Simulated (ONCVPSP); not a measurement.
Before and after: ONCV potential for molybdenum

| Property | Result |
| --- | --- |
| Element | Mo (Z = 42) |
| Generator | ONCVPSP 4.0.1 |
| Type | optimised norm-conserving Vanderbilt (ONCV) |
| Functional | Wu-Cohen |
| Relativity | fully relativistic |
| Frozen core | [Kr] |
| Valence charge | 6 |
| Reference configuration | 4d5 5s0.5 (charge +0.5) |
| Partial waves | 5s: rc 2.85 bohr, ncon 5, nbas 10, qcut 2.4 1/bohr, 1 projector; p scattering state at 0.29 Ha: rc 2.45 bohr, ncon 4, nbas 8, qcut 3.7 1/bohr, 1 projector; 4d: rc 2.25 bohr, ncon 3, nbas 7, qcut 6 1/bohr, 2 projectors, debl 2.7 Ha |
| Local potential | polynomial inside 1.75 bohr (lpopt 3, dvloc0 3 Ha) |
| Core correction | none |

Open shells are filled in proportion to 2j + 1.

Change: core [Ar] 3d10, valence charge 14; reference 4s2 4p6 4d5 5s1; waves now 4s+5s: rc 1.90 bohr, ncon 4, nbas 9, qcut 5.1 1/bohr, 3 projectors, debl 1.3 Ha; 4p: rc 1.95 bohr, ncon 4, nbas 7, qcut 7.1 1/bohr, 3 projectors, debl 2.6 Ha; 4d: rc 2.25 bohr, ncon 4, nbas 9, qcut 7.3 1/bohr, 2 projectors, debl 2.5 Ha; local potential polynomial inside 1.60 bohr (lpopt 2, dvloc0 6 Ha).

Cutoffs: the cutoffs (Ha) at which the residual kinetic energy of the hardest occupied pseudo-wave falls to 1 and 0.1 mHa per electron; they do not see the model core or the augmentation charge, which bear on the density cutoff. Errors are all-electron minus pseudo energies relative to the spin-unpolarised reference configuration.

What does the change do?

The potential gets harder (14 Ha and 16 Ha → 17 Ha and 20 Ha); neither file shows a bound ghost. The added semicore shells are compact, so their waves need more plane waves. Several settings change at once here, so the effects cannot be laid on one of them.

```tsv
quantity	base	changed
cutoff, loose	14 Ha	17 Ha
cutoff, tight	16 Ha	20 Ha
bound ghosts	none	none
GHOST(+) flags under 300 eV	none	none
largest error over its own tests, meV	-24	+16
d5/2: phases at 2.28 bohr within 0.05 rad from the reference energy up to (Ha; the scan ends near 5)	to the end of the scan	to the end of the scan
d3/2: phases at 2.28 bohr within 0.05 rad from the reference energy up to (Ha; the scan ends near 5)	to the end of the scan	to the end of the scan
```
